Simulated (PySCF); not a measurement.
## Argon: a sound run and one with changed settings

Sound run: Ar⁺ [Ne] 3s2 3p5, Ar²⁺ [Ne] 3s2 3p4. All numbers are calculated (PySCF 2.14, the non-relativistic Hamiltonian (point nucleus), in cc-pV(T+d)Z (5s4p3d1f, 39 functions)). In the sound run the correlated levels freeze [Ne]. The sound run starts from symmetry-adapted Hartree-Fock orbitals and uses a fine grid where one is needed.

Changed run: a valence shell is frozen. This setting is unsound on purpose.

| species | method | sound run (hartree) | changed run (hartree) | converged |
| --- | --- | --- | --- | --- |
| Ar⁺ | MP2 | -526.44384 | -526.38260 | yes |
| Ar⁺ | CCSD(T) | -526.47435 | -526.39720 | yes |
| Ar²⁺ | MP2 | -525.43900 | -525.37008 | yes |
| Ar²⁺ | CCSD(T) | -525.46962 | -525.38284 | yes |

Ionisation energy of Ar⁺:

```
 method  sound run (eV)  changed run (eV)
    UHF          26.375            26.375
    MP2          27.343            27.552
SCS-MP2          27.338            27.625
   CCSD          27.308            27.555
CCSD(T)          27.340            27.602
```

Freezing a valence shell removes pair correlation that changes on ionisation.

For comparison, NIST gives 27.630 eV between the lowest levels.
